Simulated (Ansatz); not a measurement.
Mulliken charges of BrClH$_{4}$Si$_{2}$ (`[SiH3][SiH](Cl)Br`) from r2SCAN/def2-TZVPP in Ansatz (PBE0-D4/def2-TZVP geometry).

```json
{"atom": "Si1", "x (Å)": "-0.449", "y (Å)": "1.051", "z (Å)": "0.454", "charge (e)": "0.181"}
{"atom": "Si2", "x (Å)": "0.540", "y (Å)": "-0.845", "z (Å)": "-0.485", "charge (e)": "0.462"}
{"atom": "Cl3", "x (Å)": "1.460", "y (Å)": "-1.933", "z (Å)": "0.993", "charge (e)": "-0.228"}
{"atom": "Br4", "x (Å)": "-1.046", "y (Å)": "-2.075", "z (Å)": "-1.434", "charge (e)": "-0.205"}
{"atom": "H5", "x (Å)": "-1.119", "y (Å)": "1.830", "z (Å)": "-0.620", "charge (e)": "-0.050"}
{"atom": "H6", "x (Å)": "-1.445", "y (Å)": "0.606", "z (Å)": "1.460", "charge (e)": "-0.042"}
{"atom": "H7", "x (Å)": "0.596", "y (Å)": "1.884", "z (Å)": "1.104", "charge (e)": "-0.052"}
{"atom": "H8", "x (Å)": "1.556", "y (Å)": "-0.576", "z (Å)": "-1.527", "charge (e)": "-0.066"}
```

Task: By hand: the dipole of these point charges (1 e Å = 4.8032 D).

Result: Σ q r = (0.033, 0.489, -0.061) e Å, of length 0.494 e Å = 2.37 D.

Task: How does the dipole of the full density compare? (Estimate.)

Result: Computed: (0.019, 0.302, -0.011) e Å, 1.45 D; the point charges give 1.63 times that, at 5° from its direction.

Point charges leave out the atoms' own dipoles, such as those of lone pairs, and Mulliken's split depends on the basis, so the two needn't agree.
